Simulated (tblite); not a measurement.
A geometry optimisation, step by step.

C₂H₁₀B₂GeN (doublet state).
Numbering: `[NH:1][BH:2][CH2:3][BH:4][CH2:5][GeH3:6]` (hydrogens: H7 on N1; H8 on B2; H9, H10 on C3; H11 on B4; H12, H13 on C5; H14, H15, H16 on Ge6)

Computed with GFN2-xTB (tblite), gas phase: L-BFGS steps from a force-field or distance-geometry start until the largest atomic force falls under 0.01 eV/Å. 4 of its 139 geometries are shown.

Step 0: E = -451.0035 eV, largest atomic force 4.359 eV/Å
```
atom  x, y, z in Å  |  force x, y, z in eV/Å
N1      1.947    1.543    0.222   -0.082  -3.416  -2.707
B2      2.244    0.113   -0.177    0.063   3.559   1.146
C3      1.099   -0.872   -0.648   -0.906  -0.263  -0.244
B4      0.060   -1.125    0.527   -0.129  -0.381   0.144
C5     -1.492   -0.828    0.370    0.430  -0.943   0.046
Ge6    -1.791    1.091    0.194    0.233   0.808   0.151
H7      1.537    2.015   -0.625    0.550  -0.180   1.415
H8      3.368   -0.278   -0.113   -0.436   0.146   0.101
H9      0.575   -0.425   -1.523    0.391  -0.247   0.424
H10     1.531   -1.839   -0.953   -0.070   0.394   0.055
H11     0.436   -1.656    1.524   -0.028   0.295  -0.302
H12    -1.879   -1.345   -0.540    0.080   0.388   0.606
H13    -2.044   -1.195    1.264    0.140   0.164  -0.655
H14    -1.179    1.814    1.425   -0.369  -0.223  -0.658
H15    -1.107    1.622   -1.092   -0.383  -0.104   0.508
H16    -3.311    1.373    0.134    0.517   0.003  -0.029
```

Step 46: E = -452.1459 eV, largest atomic force 0.101 eV/Å
```
atom  x, y, z in Å  |  force x, y, z in eV/Å
N1      1.847    1.423   -0.188    0.071  -0.067   0.024
B2      2.128    0.152   -0.166   -0.049   0.030   0.000
C3      1.060   -1.012   -0.721    0.039   0.027  -0.026
B4      0.104   -1.200    0.488   -0.022  -0.044  -0.008
C5     -1.408   -0.838    0.351   -0.041  -0.004   0.005
Ge6    -1.672    1.118    0.237   -0.015   0.072   0.018
H7      1.253    2.193   -0.392   -0.052   0.059  -0.036
H8      3.131   -0.298    0.241    0.003   0.008  -0.010
H9      0.594   -0.645   -1.632   -0.015   0.022   0.001
H10     1.675   -1.872   -0.966    0.011  -0.038   0.025
H11     0.525   -1.578    1.514    0.024  -0.030   0.034
H12    -1.865   -1.232   -0.559    0.044   0.001  -0.049
H13    -2.011   -1.190    1.190   -0.018  -0.008   0.032
H14    -1.096    1.875    1.394   -0.001  -0.013  -0.019
H15    -1.117    1.708   -1.024   -0.020  -0.016   0.003
H16    -3.155    1.404    0.221    0.040   0.002   0.005
```

Step 92: E = -452.1584 eV, largest atomic force 0.038 eV/Å
```
atom  x, y, z in Å  |  force x, y, z in eV/Å
N1      1.760    1.455   -0.287   -0.018   0.029  -0.013
B2      2.052    0.199   -0.115    0.005   0.007   0.010
C3      1.091   -1.041   -0.692   -0.001   0.002   0.003
B4      0.079   -1.254    0.470   -0.001  -0.002  -0.003
C5     -1.417   -0.846    0.287    0.002  -0.002  -0.002
Ge6    -1.620    1.127    0.294    0.006   0.005  -0.003
H7      1.218    2.203   -0.661    0.011  -0.036  -0.006
H8      3.001   -0.181    0.458    0.005  -0.007   0.004
H9      0.661   -0.722   -1.639   -0.008   0.000   0.009
H10     1.769   -1.871   -0.868   -0.007   0.002   0.000
H11     0.453   -1.681    1.497    0.004   0.003  -0.006
H12    -1.829   -1.166   -0.673   -0.004   0.012  -0.001
H13    -2.068   -1.239    1.071    0.002   0.003  -0.007
H14    -0.847    1.821    1.368   -0.011   0.003   0.007
H15    -1.239    1.732   -1.024    0.001  -0.004   0.013
H16    -3.074    1.473    0.502    0.014  -0.015  -0.004
```

Step 138: E = -452.1645 eV, largest atomic force 0.008 eV/Å
```
atom  x, y, z in Å  |  force x, y, z in eV/Å
N1      1.747    1.450   -0.520    0.003  -0.001   0.003
B2      1.982    0.250   -0.068    0.003  -0.004  -0.006
C3      1.127   -1.055   -0.671   -0.005  -0.005   0.001
B4      0.064   -1.279    0.442    0.000   0.003   0.007
C5     -1.414   -0.833    0.219   -0.001   0.002   0.001
Ge6    -1.590    1.135    0.423    0.003  -0.003  -0.003
H7      1.268    2.030   -1.174   -0.005   0.005  -0.002
H8      2.771   -0.024    0.751    0.001   0.004   0.000
H9      0.739   -0.796   -1.653   -0.004   0.003  -0.004
H10     1.869   -1.842   -0.774    0.004   0.000   0.001
H11     0.393   -1.739    1.470   -0.001   0.006   0.004
H12    -1.787   -1.045   -0.785    0.001   0.000  -0.002
H13    -2.107   -1.285    0.931   -0.006  -0.001  -0.004
H14    -0.785    1.725    1.534    0.000  -0.008  -0.001
H15    -1.249    1.862   -0.842    0.002  -0.002   0.007
H16    -3.037    1.456    0.706    0.006   0.001  -0.001
```

Question: Summarise the path.

Answer: The energy falls by 26.77 kcal/mol from step 0 to step 138; nine tenths of that is first reached at step 9. It falls at every step. The largest force goes from 4.359 to 0.008 eV/Å. Among the bonds N1–B2 changes most, from 1.514 to 1.304 Å; the atoms move by 0.485 Å rms after alignment.

Question: Follow the three bonds and two angles with the largest change from start to end.

Answer: 
```tsv
step	E above end (kcal/mol)	largest force (eV/Å)	N1–B2 (Å)	B2–C3 (Å)	Ge6–H14 (Å)	B2–N1–H7 (°)	B2–C3–B4 (°)
0	26.77	4.359	1.514	1.582	1.554	106.7	110.6
6	5.72	1.559	1.305	1.669	1.476	137.2	111.0
12	1.46	0.260	1.299	1.684	1.499	155.0	109.9
18	0.92	0.096	1.302	1.679	1.493	148.8	108.7
24	0.76	0.189	1.301	1.665	1.497	150.3	106.9
30	0.63	0.096	1.301	1.672	1.496	152.5	104.5
36	0.57	0.057	1.301	1.672	1.496	152.5	104.0
42	0.49	0.082	1.301	1.672	1.495	152.7	103.2
48	0.39	0.055	1.301	1.673	1.496	152.0	102.6
54	0.35	0.058	1.301	1.677	1.496	151.2	102.7
60	0.29	0.050	1.301	1.671	1.495	152.5	102.9
66	0.26	0.047	1.301	1.674	1.495	153.0	102.9
72	0.24	0.052	1.300	1.672	1.496	153.5	102.9
78	0.20	0.054	1.301	1.672	1.494	153.9	103.1
84	0.16	0.035	1.301	1.672	1.494	154.2	102.7
90	0.15	0.025	1.301	1.672	1.495	154.1	102.6
96	0.12	0.035	1.302	1.674	1.493	152.5	102.5
102	0.09	0.067	1.301	1.672	1.492	149.7	102.4
108	0.07	0.028	1.303	1.673	1.494	148.9	102.4
114	0.05	0.052	1.304	1.673	1.493	149.0	102.2
120	0.04	0.029	1.303	1.673	1.492	148.5	102.0
126	0.02	0.038	1.304	1.673	1.493	148.2	101.8
132	0.00	0.023	1.304	1.673	1.493	148.3	101.8
138	0.00	0.008	1.304	1.673	1.493	148.2	101.8
```

What follows is the cost of the whole relaxation. Time: 1.4 s of wall time. Hardware: one thread, Arm Neoverse N1 (aarch64), no GPU, shared host with 64 logical CPUs at a one-minute load of 62.
